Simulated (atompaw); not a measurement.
## aluminium (Al): one change to a PAW (atompaw) potential, before and after

atompaw 4.2.0.5 input, output lines left out:

```
Al 13
GGA-PBE scalarrelativistic loggrid 1500 logderivrange -3 5 201
3 3 0 0 0 0
3 1 1
0 0 0
c
c
v
c
v
1
2.65 2.10 2.35 2.55
y
2.9
n
y
0.15
n
custom rrkj vanderbiltortho sinc
2 0 troulliermartins
2.20
2.65
2.65
2.65
```

Change: wave 3s (bound): rc 2.20 bohr becomes 3s (bound): rc 1.56 bohr.

Cutoffs: the cutoffs (Ry, on a coarse ladder) from which the occupation-weighted sum of valence levels, in a spherical-Bessel basis at the reference potential, stays within 10 and 1 mRy of its value at 400 Ry; they do not see the model core or the augmentation charge, which bear on the density cutoff.

What does the change do?

The potential gets harder (6 Ry and 8 Ry → 12 Ry and 18 Ry); the range in which the s phases agree narrows (upper end at the end of the scan → 3.5); neither file shows a bound ghost.

| quantity | base | changed |
| --- | --- | --- |
| cutoff, loose | 6 Ry | 12 Ry |
| cutoff, tight | 8 Ry | 18 Ry |
| loose cutoff by channel (10 mRy a level) | s 6 Ry, p 6 Ry | s 10 Ry, p 6 Ry |
| bound ghosts | none | none |
| s: phases at 2.65 bohr within 0.05 rad from the reference energy up to (Ry; the scan ends near 5) | to the end of the scan | 3.5 |
| p: phases at 2.65 bohr within 0.05 rad from the reference energy up to (Ry; the scan ends near 5) | 3.2 | 3.2 |
| lowest overlap eigenvalue by channel | s 0.77, p 0.81 | s 0.84, p 0.81 |

 The cutoffs see the waves, projectors and local potential, not the compensation charge or the core.
